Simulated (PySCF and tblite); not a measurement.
The numbers below are computed, except where a source is named.
C4H3F3OS, numbered as in [O:1]=[CH:2][C@:3]1([C:4]([F:5])([F:6])[F:7])[CH2:8][S:9]1.

Search: ETKDG, MMFF94s, GFN2-xTB, 200 starts; geometries at GFN2-xTB. Energies: PBE0-D3(BJ)/pcSseg-1, with GFN2-xTB thermal terms (modes under about 100 cm⁻¹ blended into free rotors). Symmetry numbers and mirror images are counted. Conformers within 2.5 kcal/mol (GFN2-xTB free energy) were kept, 4 at most. Programs: PySCF with density fitting and tblite.

Torsions listed: O1–C2–C3–S9.

```json
{"conformer": "1", "shape": "135°", "symmetry": "C1", "E(GFN2) kcal/mol": "0.23"}
{"conformer": "2", "shape": "-66°", "symmetry": "C1", "E(GFN2) kcal/mol": "0.00"}
```

(1) Which of these conformers is the most populated at 298.15 K, and with what share?

(2) Give the DFT energies and free energies relative to the lowest, and all weights.

(3) How does its share change from 250 K to 350 K?

Answers

(1) Conformer 1, about 58 %. The lead over the next is within the error of the method.

(2) 
```tsv
conformer	shape	E(DFT) kcal/mol	G(298.15 K) kcal/mol	weight %
1	135°	0.00	0.00	57.8
2	-66°	0.41	0.19	42.2
```

(3) From 61 % to 55 %; the mixing entropy goes from 1.33 to 1.37 cal/(mol K).


Conformer gaps in pcSseg-1 on xTB geometries can be 2 kcal/mol off for S=O, P=O and other polar bonds.